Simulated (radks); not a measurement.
Task: Species: Sc+. Configuration: [Ar] 4s2 (not the ground configuration). Calculated with a radial shooting solver on a logarithmic mesh with Libxc functionals: scalar-relativistic Kohn-Sham, PBE, spin-polarised, spherical densities, point nucleus. Some entries of the table are withheld. Estimate them.

orbital  occ.  eigenvalue (hartree)  <1/r> (bohr^-1)  <r^2> (bohr^2)
1s          2             -162.0666            20.77        0.007177
2s          2             -17.93355            4.296          0.1397
2p          6             -14.76773            4.198          0.1170
3s          2              -2.48207            1.321           1.297
3p          6              -1.68448            1.197             (1)
3d          0                   (2)           0.8811             (3)
4s          2                   (4)           0.4133           11.30
4p          0                   (5)              (6)           16.34

Result: 
(1) 3p <r^2> (bohr^2): 1.531
(2) 3d eigenvalue (hartree): -0.52157
(3) 3d <r^2> (bohr^2): 2.837
(4) 4s eigenvalue (hartree): -0.41543
(5) 4p eigenvalue (hartree): -0.27391
(6) 4p <1/r> (bohr^-1): 0.3417
